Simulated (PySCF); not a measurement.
Cl⁺ (chlorine, charge +1) across methods

[Ne] 3s2 3p4, high-spin 3P determinant. All numbers are calculated (PySCF 2.14, scalar relativity by spin-free X2C-1e, in x2c-QZVPPall with one added diffuse shell each of s, p, d, f type (10s7p5d3f1g, 86 functions)). The B2PLYP total includes its PT2 part (frozen core); its orbital energies are those of the SCF part.

| method | E (hartree) | mean ε 3s β (eV) | mean ε 3p α (eV) | mean ε 3p β (eV) | Σ⟨r²⟩ (bohr²) | ⟨S²⟩ |
| --- | --- | --- | --- | --- | --- | --- |
| LC-wPBE | -460.9894 | -35.674 | -25.044 | -23.028 | 20.42 | 2.004 |
| B2PLYP | -460.9877 | -34.186 | -23.543 | -21.320 | 20.55 | 2.006 |
| BHandHLYP | -461.1188 | -34.322 | -23.501 | -21.394 | 20.51 | 2.005 |
| PBE | -460.9243 | -30.536 | -20.297 | -18.353 | 20.51 | 2.004 |
| LDA | -459.5910 | -30.755 | -20.309 | -18.333 | 20.57 | 2.002 |
| PBE0 | -460.9591 | -32.441 | -22.028 | -19.936 | 20.46 | 2.005 |
| UHF | -460.47177 | -36.795 | -26.344 | -23.642 | 20.58 | 2.011 |
| M06 | -461.0939 | -32.435 | -21.749 | -19.671 | 20.38 | 2.003 |
| r2SCAN | -461.0751 | -30.725 | -20.864 | -18.716 | 20.44 | 2.007 |
